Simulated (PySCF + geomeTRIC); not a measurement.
Species: C4H9B, SMILES `B/C=C\CC` (charge 0, multiplicity 1).

Give a relaxed geometry from M06-2X/def2-TZVP (PySCF + geomeTRIC).

This is not unique; one that fits is the end point of this relaxation, one of several conformers (outside a Z-matrix the atoms follow the SMILES, hydrogens last).
Cartesian coordinates (Å) in one orientation:
```xyz
14

B      2.283     0.491    -0.029
C      1.440    -0.753     0.288
C      0.132    -0.901     0.012
C     -0.790     0.080    -0.635
C     -1.921     0.478     0.317
H      3.440     0.513     0.254
H      1.814     1.452    -0.551
H      1.914    -1.599     0.779
H     -0.357    -1.832     0.301
H     -0.247     0.962    -0.968
H     -1.224    -0.393    -1.521
H     -2.626     1.146    -0.177
H     -1.522     0.988     1.194
H     -2.472    -0.399     0.660
```
